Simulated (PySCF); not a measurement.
PySCF job for C2H6O2Si, SMILES O[SiH]1COC1, PBE-D3(BJ)/def2-SVP. Geometry optimised at PBE-D3(BJ)/def2-SVP. This is a generated structure with no PubChem entry under its InChIKey; it may be hypothetical. Other conformers were not sampled.

```python
import numpy as np
from pyscf import gto, scf, dft, df
from pyscf.hessian import thermo

mol = gto.M(
    atom='''
    O     2.04640650    0.44636432    0.00000000
    Si    0.57556254   -0.36664479   -0.00000000
    C    -0.85054154    0.17219436   -1.13934381
    O    -1.73603603   -0.01273694   -0.00000000
    C    -0.85054154    0.17219436    1.13934381
    H     2.84223299   -0.11129337    0.00000000
    H     0.81762178   -1.85663441   -0.00000000
    H    -0.81388314    1.23768744   -1.47429367
    H    -1.18321464   -0.45488570   -1.99247399
    H    -1.18321464   -0.45488571    1.99247399
    H    -0.81388314    1.23768744    1.47429368
    ''',
    basis='def2-SVP',
    charge=0,
    spin=0,
    max_memory=1600,
    verbose=3,
)
mf = dft.RKS(mol, xc='pbe').density_fit(auxbasis='def2-universal-jkfit')
mf.disp = 'd3bj'
mf.grids.level = 3
mf.conv_tol = 1e-11
mf.max_cycle = 100
mf.kernel()

# [left out here: the lines that compute and print the analytic Hessian (its translational invariance restored by hand, since the grid's response is missing), thermochemistry and intensities]
```

Program output:

```
[...]
Mode                                 6                   7                   8
Irrep
Freq [cm^-1]                      673.4796            675.7229            742.6508
Reduced mass [au]                   1.3733              3.3994              2.0833
Force const [Dyne/A]                0.3670              0.9145              0.6770
Char temp [K]                     968.9872            972.2147           1068.5091
Normal mode                   x     y     z       x     y     z       x     y     z
       0   O                -0.02  0.00  0.00    0.00 -0.00  0.02   -0.04 -0.04 -0.00
       1  Si                -0.04  0.05 -0.00    0.00 -0.00 -0.10    0.01  0.04  0.00
       2   C                 0.06 -0.05  0.03    0.08 -0.07  0.08    0.07 -0.03  0.08
       3   O                -0.03  0.00  0.00    0.00  0.00  0.02   -0.11  0.01 -0.00
       4   C                 0.06 -0.05 -0.03   -0.08  0.07  0.08    0.07 -0.03 -0.08
       5   H                -0.36 -0.49  0.00    0.00  0.00  0.02    0.19  0.29 -0.00
       6   H                 0.39  0.11  0.00   -0.00 -0.00 -0.01   -0.38 -0.02 -0.00
       7   H                 0.23 -0.01  0.15    0.29 -0.05  0.16    0.08 -0.03  0.08
       8   H                 0.05  0.09 -0.07    0.08  0.04  0.01    0.27 -0.05  0.02
       9   H                 0.05  0.09  0.07   -0.08 -0.04  0.01    0.27 -0.05 -0.02
      10   H                 0.23 -0.01 -0.15   -0.29  0.05  0.16    0.08 -0.03 -0.08
Mode                                 9                  10                  11
Irrep
Freq [cm^-1]                      796.0818            812.6878            836.1241
Reduced mass [au]                   1.3024              2.3871              1.5117
Force const [Dyne/A]                0.4863              0.9289              0.6227
Char temp [K]                    1145.3844           1169.2768           1202.9964
Normal mode                   x     y     z       x     y     z       x     y     z
       0   O                -0.00 -0.00 -0.01   -0.12 -0.12  0.00   -0.02  0.03 -0.00
       1  Si                 0.00 -0.00  0.05    0.05  0.04 -0.00    0.02 -0.05 -0.00
       2   C                 0.01 -0.06 -0.05   -0.02  0.01  0.02    0.02  0.08  0.05
       3   O                 0.00 -0.00  0.02    0.04  0.00 -0.00   -0.04 -0.02 -0.00
       4   C                -0.01  0.06 -0.05   -0.02  0.01 -0.02    0.02  0.08 -0.05
       5   H                -0.00 -0.00  0.04    0.11  0.24 -0.00   -0.24 -0.29 -0.00
       6   H                 0.00  0.00 -0.63    0.53  0.12  0.00    0.18 -0.02  0.00
       7   H                 0.14  0.01  0.18   -0.07  0.01 -0.02   -0.24  0.01 -0.17
       8   H                -0.26  0.20 -0.14   -0.04 -0.01  0.04    0.29 -0.20  0.14
       9   H                 0.26 -0.20 -0.14   -0.04 -0.01 -0.04    0.29 -0.20 -0.14
      10   H                -0.14 -0.01  0.18   -0.07  0.01  0.02   -0.24  0.01  0.17
Mode                                12                  13                  14
Irrep
Freq [cm^-1]                      880.4650            949.9512            988.9707
Reduced mass [au]                   2.4923              3.1771              8.2127
Force const [Dyne/A]                1.1383              1.6892              4.7327
Char temp [K]                    1266.7932           1366.7683           1422.9087
Normal mode                   x     y     z       x     y     z       x     y     z
       0   O                -0.05  0.01  0.00   -0.09 -0.01 -0.00    0.00  0.00 -0.00
       1  Si                 0.04  0.02 -0.00    0.10  0.01  0.00   -0.00 -0.00  0.02
       2   C                -0.04 -0.03  0.11    0.01  0.00 -0.09   -0.11 -0.02  0.10
       3   O                 0.11  0.02  0.00   -0.07 -0.01 -0.00    0.00  0.00 -0.17
       4   C                -0.04 -0.03 -0.11    0.01  0.00  0.09    0.11  0.02  0.10
       5   H                -0.23 -0.25 -0.00   -0.24 -0.23  0.00    0.00  0.00  0.00
       6   H                -0.39 -0.06  0.00   -0.31 -0.06 -0.00    0.00  0.00 -0.17
       7   H                -0.02 -0.03  0.08   -0.02  0.02 -0.04    0.09 -0.03  0.06
       8   H                -0.13 -0.02  0.14   -0.07  0.09 -0.13    0.03  0.01  0.02
       9   H                -0.13 -0.02 -0.14   -0.07  0.09  0.13   -0.03 -0.01  0.02
      10   H                -0.02 -0.03 -0.08   -0.02  0.02  0.04   -0.09  0.03  0.06
Mode                                15                  16                  17
Irrep
Freq [cm^-1]                     1116.6332           1152.7311           1171.0440
Reduced mass [au]                   1.1001              1.2117              1.3544
Force const [Dyne/A]                0.8082              0.9486              1.0943
Char temp [K]                    1606.5866           1658.5235           1684.8715
Normal mode                   x     y     z       x     y     z       x     y     z
       0   O                -0.00 -0.00  0.00   -0.00 -0.00 -0.00    0.00 -0.00  0.00
       1  Si                -0.00  0.00  0.00    0.00  0.01  0.00   -0.00  0.00 -0.01
       2   C                 0.03  0.05  0.02    0.02  0.05  0.02    0.07 -0.03  0.04
       3   O                -0.00 -0.00 -0.02   -0.04 -0.07  0.00   -0.00 -0.00 -0.07
       4   C                -0.03 -0.05  0.02    0.02  0.05 -0.02   -0.07  0.03  0.04
       5   H                 0.00  0.00  0.00    0.00  0.01 -0.00    0.00  0.00  0.00
       6   H                -0.00  0.00 -0.03   -0.04  0.01 -0.00   -0.00  0.00  0.06
       7   H                 0.29 -0.05 -0.32    0.40 -0.06 -0.30   -0.48  0.00  0.08
       8   H                -0.42 -0.07  0.28   -0.28 -0.09  0.25   -0.31  0.12  0.08
       9   H                 0.42  0.07  0.28   -0.28 -0.09 -0.25    0.31 -0.12  0.08
      10   H                -0.29  0.05 -0.32    0.40 -0.06  0.30    0.48 -0.00  0.08
Mode                                18                  19                  20
Irrep
Freq [cm^-1]                     1203.8513           1391.3819           1417.2244
Reduced mass [au]                   1.4362              1.0732              1.0894
Force const [Dyne/A]                1.2264              1.2242              1.2892
Char temp [K]                    1732.0741           2001.8888           2039.0704
Normal mode                   x     y     z       x     y     z       x     y     z
       0   O                -0.01 -0.00  0.00    0.00  0.00  0.00    0.00  0.00  0.00
       1  Si                 0.02  0.00 -0.00   -0.00 -0.00  0.00   -0.00 -0.00  0.00
       2   C                -0.10  0.02 -0.03    0.00 -0.01  0.05   -0.01 -0.01  0.05
       3   O                 0.04 -0.01 -0.00    0.00 -0.00  0.02    0.01 -0.01 -0.00
       4   C                -0.10  0.02  0.03   -0.00  0.01  0.05   -0.01 -0.01 -0.05
       5   H                -0.02 -0.02  0.00    0.00  0.00 -0.00    0.00  0.00  0.00
       6   H                -0.03 -0.02  0.00   -0.00  0.00 -0.01   -0.01  0.00 -0.00
       7   H                 0.39  0.01  0.02   -0.04 -0.15 -0.46   -0.03 -0.15 -0.45
       8   H                 0.39 -0.12 -0.11    0.07  0.38 -0.29    0.09  0.37 -0.29
       9   H                 0.39 -0.12  0.11   -0.07 -0.38 -0.29    0.09  0.37  0.29
      10   H                 0.39  0.01 -0.02    0.04  0.15 -0.46   -0.03 -0.15  0.45
Mode                                21                  22                  23
Irrep
Freq [cm^-1]                     2129.7336           2915.1787           2922.6455
Reduced mass [au]                   1.0426              1.0668              1.0688
Force const [Dyne/A]                2.7863              5.3414              5.3792
Char temp [K]                    3064.2125           4194.2930           4205.0361
Normal mode                   x     y     z       x     y     z       x     y     z
       0   O                -0.00 -0.00  0.00    0.00  0.00  0.00   -0.00 -0.00 -0.00
       1  Si                 0.01 -0.03 -0.00   -0.00 -0.00 -0.00    0.00  0.00 -0.00
       2   C                -0.00 -0.00 -0.00    0.00 -0.04  0.03   -0.00  0.04 -0.03
       3   O                 0.00  0.00 -0.00   -0.00  0.00  0.00    0.00 -0.00  0.00
       4   C                -0.00 -0.00  0.00   -0.00  0.04  0.03   -0.00  0.04  0.03
       5   H                -0.00 -0.00  0.00    0.00  0.00  0.00   -0.00 -0.00  0.00
       6   H                -0.15  0.97  0.00   -0.00  0.00 -0.00    0.00 -0.00 -0.00
       7   H                 0.01 -0.00  0.00    0.02  0.63 -0.18   -0.02 -0.63  0.19
       8   H                 0.00 -0.01 -0.00   -0.05 -0.12 -0.14    0.04  0.11  0.12
       9   H                 0.00 -0.01  0.00    0.05  0.12 -0.14    0.04  0.11 -0.12
      10   H                 0.01 -0.00 -0.00   -0.02 -0.63 -0.18   -0.02 -0.63 -0.19
Mode                                24                  25                  26
Irrep
Freq [cm^-1]                     3030.5514           3031.3236           3780.5973
Reduced mass [au]                   1.0972              1.0958              1.0673
Force const [Dyne/A]                5.9369              5.9324              8.9875
Char temp [K]                    4360.2888           4361.3997           5439.4378
Normal mode                   x     y     z       x     y     z       x     y     z
       0   O                -0.00 -0.00 -0.00   -0.00 -0.00  0.00   -0.05  0.03  0.00
       1  Si                 0.00 -0.00 -0.00    0.00 -0.00  0.00    0.00  0.00  0.00
       2   C                -0.02 -0.04 -0.04   -0.02 -0.04 -0.04    0.00 -0.00  0.00
       3   O                -0.00  0.00  0.00   -0.00  0.00 -0.00   -0.00 -0.00  0.00
       4   C                -0.02 -0.04  0.04    0.02  0.04 -0.04    0.00 -0.00 -0.00
       5   H                -0.00  0.00  0.00   -0.00  0.00 -0.00    0.80 -0.54 -0.00
       6   H                -0.00  0.01  0.00   -0.00  0.00 -0.00    0.00  0.00  0.00
       7   H                -0.01  0.14 -0.05   -0.01  0.16 -0.06    0.00  0.00 -0.00
       8   H                 0.20  0.37  0.50    0.20  0.37  0.50    0.00  0.00  0.00
       9   H                 0.20  0.37 -0.50   -0.20 -0.37  0.49    0.00  0.00 -0.00
      10   H                -0.01  0.14  0.05    0.01 -0.16 -0.06    0.00  0.00  0.00
temperature 298.1500 [K]
pressure 101325.00 [Pa]
Rotational constants [GHz] 8.68583 2.98084 2.54606
Symmetry number 1
Zero-point energy (ZPE) 0.07823 [Eh]   205402.116 [J/mol]
                           tot       elec      trans        rot        vib
Entropy [J/mol/K]       330.890      0.000    164.887    108.750     57.252
Cv [J/mol/K]             95.147      0.000     12.472     12.472     70.204
Cp [J/mol/K]            103.462      0.000     20.786     12.472     70.204
Internal energy [J/mol]                      3718.434   3718.434 215041.026
Internal energy [Eh]   -518.99717  -519.08190
Enthalpy [J/mol]                             6197.391   3718.434 215041.026
Enthalpy [Eh]          -518.99622
Gibbs free energy [J/mol]                  -42963.739 -28705.333 197971.205
Gibbs free energy [Eh] -519.03380
mode   freq/cm-1   IR/(km/mol)
   1       97.20         8.474
   2      103.67        79.157
   3      259.96        14.764
   4      266.74         1.884
   5      417.00         2.629
   6      576.96         7.964
   7      673.48        53.743
   8      675.72        32.656
   9      742.65       153.438
  10      796.08        38.756
  11      812.69        51.681
  12      836.12        45.810
  13      880.47         8.872
  14      949.95       114.309
  15      988.97       110.663
  16     1116.63         2.950
  17     1152.73         6.180
  18     1171.04         0.000
  19     1203.85         4.754
  20     1391.38         0.000
  21     1417.22         2.353
  22     2129.73       162.195
  23     2915.18        50.523
  24     2922.65        47.048
  25     3030.55        17.887
  26     3031.32        19.435
  27     3780.60        90.952
max |gradient| / (hartree/bohr): 0.00010722646485491039
APT charges: [-0.8002  1.3519  0.1289 -0.6644  0.1289  0.2826 -0.2829 -0.0602 -0.0121
 -0.0121 -0.0602]
```

Self-consistency was reached.
